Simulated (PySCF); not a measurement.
How methods differ on the ionisation energy of Ru³¹⁺

Ru³¹⁺ [Ne] 3s2 3p1 (2P) → Ru³²⁺ [Ne] 3s2 (1S), as a difference of total energies. Calculation: PySCF 2.14, in an uncontracted even-tempered set (16 s from 4.1 bohr⁻², ratio 2.5; 10 p from 5.4 bohr⁻², ratio 2.5; 5 d from 23 bohr⁻², ratio 2.7; 4 f from 34 bohr⁻², ratio 2.7); the non-relativistic Hamiltonian (point nucleus). Correlated levels: outer shells: 1s2 frozen; virtual orbitals above 40 to 60 times the deepest correlated orbital energy dropped. The calculations carry no spin-orbit coupling.

| method | ionisation energy (eV) |
| --- | --- |
| UHF | 1770.5 |
| LDA | 1772.3 |
| PBE | 1772.9 |
| PBE0 | 1772.5 |
| r2SCAN | 1772.4 |
| BHandHLYP | 1772.6 |
| MN15 | 1780.4 |
| MP2 (outer shells) | 1770.8 |
| SCS-MP2 (outer shells) | 1770.7 |

A first-order spin-orbit estimate (lowest level to lowest level, LS coupling) adds 17.725 eV.

All relativistic terms are absent from these numbers, so their closeness to the reference says little about the methods.

For comparison: 1794 ± 8 eV (semi-empirical (NIST evaluation); NIST Atomic Spectra Database, ionization energies).
